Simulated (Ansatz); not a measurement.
Reactions of C8H18, SMILES `CCCC(C)C(C)C`.

Computed with Ansatz on PBE0-D4/def2-TZVP structures; ΔE is electronic, products minus reactants. CCSD(T)/CBS adds triple-zeta CCSD(T) − MP2 to the extrapolated MP2 energy (def2 sets, frozen cores). This one scheme is used for every species. Triplets are unrestricted, without spin–orbit coupling. For Ge outer-core shells are correlated without core-valence functions, which leaves a few kJ/mol of doubt a bond. Scalar relativity is left out up to krypton. One conformer a species, not always the lowest.

(1) Order these by ΔE at CCSD(T)/CBS, lowest first. (Best estimate.)
A. `CCCC(C)C(C)C` + `[OH][Ge][OH]` → `CC(C)[O][Ge][OH]` + `CCCCC`
B. `CCCC(C)C(C)C` + H₂S → `CC(C)C(C)S` + propane
C. `CCCC(C)C(C)C` → `CC(C)CC(C)(C)C`
D. `CCCC(C)C(C)C` + H₂ → `CCCCC` + propane
E. `CCCC(C)C(C)C` + `BOCN` → `CBOCN` + `CCCC(C)CC`
F. `CCCC(C)C(C)C` → `CCCC(C)CC` + `[CH2]` (triplet)

Largest T1 diagnostic: 0.015, for `[OH][Ge][OH]`.

Answers

(1) D (-0.54 eV), E (-0.37 eV), C (-0.04 eV), B (+0.05 eV), A (+0.30 eV), F (+4.53 eV).
